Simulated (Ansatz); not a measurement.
Relaxation of CH3ClGeO (7 atoms, charge 0, multiplicity 1), to a largest force component of 0.02 eV/Å in at most 50 steps.

Theory: RKS r2SCAN-D4/def2-SVP (Ansatz 0.2.0).

```xyz
7
Properties=species:S:1:pos:R:3
O -0.443 -1.856 0.859
C 0.260 -1.153 0.154
Ge -0.067 0.735 -0.078
Cl -1.904 1.067 -0.966
H -0.742 -2.692 1.296
H 0.017 1.444 1.319
H 1.091 1.328 -0.979
```

Task: Where does it end, and by what steps?

Result: It converged. After 11 steps the energy has fallen by 1.784 eV; C2 moved furthest, 0.60 Å.

```json
{"step": "0", "energy less start (eV)": "0.0000", "largest force component (eV/Å)": "5.616", "accepted": "yes"}
{"step": "1", "energy less start (eV)": "-0.7901", "largest force component (eV/Å)": "2.627", "accepted": "yes"}
{"step": "2", "energy less start (eV)": "-1.1351", "largest force component (eV/Å)": "2.725", "accepted": "yes"}
{"step": "3", "energy less start (eV)": "-1.5154", "largest force component (eV/Å)": "1.329", "accepted": "yes"}
{"step": "4", "energy less start (eV)": "-1.6011", "largest force component (eV/Å)": "2.389", "accepted": "yes"}
{"step": "5", "energy less start (eV)": "-1.7099", "largest force component (eV/Å)": "0.598", "accepted": "yes"}
{"step": "6", "energy less start (eV)": "-1.7635", "largest force component (eV/Å)": "0.223", "accepted": "yes"}
{"step": "7", "energy less start (eV)": "-1.7694", "largest force component (eV/Å)": "0.138", "accepted": "yes"}
{"step": "8", "energy less start (eV)": "-1.7827", "largest force component (eV/Å)": "0.045", "accepted": "yes"}
{"step": "9", "energy less start (eV)": "-1.7834", "largest force component (eV/Å)": "0.063", "accepted": "yes"}
{"step": "10", "energy less start (eV)": "-1.7835", "largest force component (eV/Å)": "0.033", "accepted": "yes"}
{"step": "11", "energy less start (eV)": "-1.7835", "largest force component (eV/Å)": "0.012", "accepted": "yes"}
```

```xyz
7
Properties=species:S:1:pos:R:3
O -0.702 -1.880 0.588
C 0.307 -1.076 0.743
Ge -0.052 0.738 0.029
Cl -2.009 1.123 -0.880
H -0.470 -2.756 0.957
H 0.117 1.713 1.206
H 1.021 1.010 -1.037
```

Whether the end is a true minimum wasn't checked by a vibrational analysis.

The run took 19 s on 2 threads of Intel(R) Xeon(R) 6975P-C (Granite Rapids), on a shared host, peak memory 0.18 GiB.
